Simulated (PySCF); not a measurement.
## J couplings in C3H4F2O3

Geometry:
```csv
atom,x (Å),y (Å),z (Å)
C1,-2.316,-0.273,-0.352
O2,-1.058,-0.761,0.116
C3,-0.044,0.064,0.021
O4,-0.048,1.183,-0.389
O5,1.067,-0.580,0.494
C6,2.249,0.111,0.480
F7,2.757,0.150,1.721
F8,3.142,-0.546,-0.275
H9,-3.069,-0.920,0.088
H10,-2.463,0.763,-0.043
H11,-2.354,-0.332,-1.441
H12,2.139,1.141,0.099
```

Method: B3LYP/pcJ-1 (spin–dipole term only in couplings to heteroatoms)//GFN2-xTB, PySCF 2.14.0 with density-fitted response routines; isolated molecule, single conformer, non-relativistic. Couplings are averaged over pairs made equivalent by symmetry, fast rotation or ring inversion, so a value needn't be that of the named pair in this geometry, while other rotamers aren't included; one pair stands for each set, and the list holds those of at least 0.8 Hz over up to four bonds, among pairs with at least one C or F or H atom (others weren't computed). One-bond C–F couplings come out tens of Hz too large with common functionals.

Isotopes: ¹³C, ¹⁹F, ¹H, ¹⁷O. Couplings to quadrupolar nuclei such as 17O and 33S are rarely resolved in practice.

```tsv
pair	bonds	J (Hz)
C1, O2	1	?
C1, H9	1	?
O2, C3	1	15.9
C3, O4	1	28.0
C3, O5	1	?
O5, C6	1	15.9
C6, F7	1	?
C6, H12	1	224.4
C1, C3	2	?
O2, H9	2	?
C3, C6	2	3.6
O5, F7	2	-33.2
O5, H12	2	-2.4
F7, F8	2	?
F7, H12	2	76.5
H9, H10	2	-11.8
C1, O4	3	-1.7
C1, O5	3	-2.0
O2, C6	3	-3.3
C3, F7	3	3.6
C3, H9	3	4.5
C3, H12	3	3.2
O4, C6	3	?
C1, C6	4	1.1
```

Estimate the withheld couplings, with signs.

Answers


- ¹J(C1,O2) = 19.5 Hz (bond length 1.428 Å)
- ¹J(C1,H9) = 153.6 Hz (bond length 1.087 Å, sp3 carbon)
- ¹J(C3,O5) = 17.5 Hz (bond length 1.368 Å)
- ¹J(C6,F7) = -322.0 Hz (bond length 1.341 Å)
- ²J(C1,C3) = -1.0 Hz (angle at O2 116°)
- ²J(O2,H9) = -6.3 Hz (mean over equivalent pairs that range from -14.7 to -1.4 Hz in this conformer)
- ²J(F7,F8) = 133.9 Hz (angle at C6 106°)
- ³J(O4,C6) = -3.6 Hz (dihedral angle 1°)
